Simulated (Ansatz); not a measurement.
Ansatz (a first-principles code) input:
A basis named .json is the Basis Set Exchange file of that set.

Ansatz 0.2 input:
```yaml
crystal:
  periodic: [false, false, false]
  atoms:
    - {symbol: Si, position_ang: [0.22679746, 0.05573040, -1.01853749]}
    - {symbol: C, position_ang: [-1.01872015, -1.16026351, -1.72455035]}
    - {symbol: C, position_ang: [-0.25438705, 1.83293467, -1.39058038]}
    - {symbol: Br, position_ang: [0.26754867, -0.20527583, 1.22746047]}
    - {symbol: H, position_ang: [-0.75694885, -2.18687099, -1.46960041]}
    - {symbol: H, position_ang: [-1.05518514, -1.06974233, -2.81248773]}
    - {symbol: H, position_ang: [-2.01424634, -0.94779813, -1.32455693]}
    - {symbol: H, position_ang: [-0.27181104, 1.99802215, -2.47019793]}
    - {symbol: H, position_ang: [0.44874530, 2.53473738, -0.94278083]}
    - {symbol: H, position_ang: [-1.25127854, 2.04005341, -0.99118351]}
basis:
  gaussian:
    orbitals: def2-TZVPP
    fitting: {mean_field: def2-universal-jkfit, correlation: def2-TZVPP-RIFIT.json}
magnetization: {spin_polarized: true, initial_magnetization: 1}
correlation: {method: mp2, electrons: outside_noble_gas}
```

Task: Which total energy does the run end on?

Result: -2941.27495 Eh (RI-MP2/def2-TZVPP). The basis has 236 functions.

It need not be the lowest isomer of its formula.
